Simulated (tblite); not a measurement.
Species: C₇H₁₄N₂Si.
Cartesian coordinates in Å at the GFN2-xTB level; atoms count from 1:
```
atom  x, y, z in Å
C1    -0.4673   -1.7708   -0.1742
N2    -0.5522   -0.4156    0.3310
C3     0.7115    0.2962    0.3591
C4     1.6814   -0.3869    1.2932
N5     2.9091   -0.4647    1.0284
Si6    3.2816    0.2343   -0.5327
C7     1.4472    0.5214   -0.9806
C8    -1.6183    0.3186   -0.2798
C9    -2.2524    1.4298    0.4986
C10   -2.9958    0.1465    0.2871
H11    0.3915   -2.2684    0.2729
H12   -0.3746   -1.8244   -1.2695
H13   -1.3748   -2.3024    0.1108
H14    0.5022    1.2736    0.8167
H15    1.2925   -0.7933    2.2221
H16    4.0333    1.4738   -0.3661
H17    3.9713   -0.7579   -1.3484
H18    1.2243    1.5054   -1.3867
H19    1.1080   -0.2105   -1.7125
H20   -1.5455    0.4506   -1.3631
H21   -2.5737    2.3118   -0.0342
H22   -1.8735    1.6264    1.4893
H23   -3.8355    0.1349   -0.3904
H24   -3.1021   -0.5089    1.1366
```

Computed with GFN2-xTB (tblite): harmonic, unscaled wavenumbers at the GFN2-xTB geometry, gas phase. Against measured fundamentals such values can be off by several per cent, at times by over 20. Modes of hydrogen on silicon can be 10 to 20 % off. One conformer, not necessarily the lowest.

Harmonic wavenumbers (cm⁻¹): 46.5, 59.9, 86.0, 145.4, 176.8, 212.5, 246.4, 293.0, 334.8, 392.7, 433.1, 470.3, 484.7, 520.5, 581.7, 622.5, 658.6, 758.6, 765.9, 783.3, 791.7, 802.9, 836.6, 859.4, 872.7, 917.8, 986.8, 999.8, 1033.7, 1055.7, 1069.7, 1072.1, 1078.6, 1099.6, 1106.2, 1123.8, 1155.8, 1169.8, 1211.5, 1234.8, 1243.3, 1255.8, 1270.2, 1310.8, 1369.0, 1413.5, 1424.5, 1478.8, 1480.4, 1483.7, 1505.4, 1694.4, 2295.3, 2309.7, 2855.7, 2882.7, 2892.5, 2997.1, 2997.7, 3007.2, 3017.1, 3022.4, 3088.7, 3092.5, 3102.1, 3118.7.

A = 2740, B = 628.9, C = 602.4 MHz; mass 154.093 u (most abundant isotopes); point group C1, symmetry number 1.

Problem. Zero-point energy?

Solution. Half the sum of the wavenumbers: 43081 cm⁻¹ = 515.36 kJ/mol.

Problem. Give the ideal-gas entropy at 500 K and 1 bar in the rigid-rotor, harmonic-oscillator model (classical rotation).

Solution. Translation 182.43, rotation 132.46, vibration 243.99: S = 558.9 J/(mol K).

Problem. And Cp and H(500 K) − H(0)?

Solution. Cp = 295.03 J/(mol K), of which vibrations give 261.77 (their classical limit is 66 R = 548.8); H(500 K) − H(0) = 81.26 kJ/mol without the zero-point energy, 64.63 from vibrations.

Problem. What must be added to the electronic energy to get the Gibbs energy at 500 K and 1 bar?

Solution. ZPE + [H(500 K) − H(0)] − T·S = 515.36 + 81.26 − 279.44 = 317.18 kJ/mol.

Problem. Which modes carry the vibrational entropy at 500 K?

Solution. 46.5 cm⁻¹: 25.04; 59.9 cm⁻¹: 22.94; 86.0 cm⁻¹: 19.95; 145.4 cm⁻¹: 15.62; 176.8 cm⁻¹: 14.02; 212.5 cm⁻¹: 12.53 J/(mol K); the other 60 give 133.88 together.

Hindered rotation and anharmonicity are outside this model. Other conformers, if any are populated, would add a mixing term that is left out. The structure is chiral; the term R ln 2 for an equal mix with its mirror image is left out.
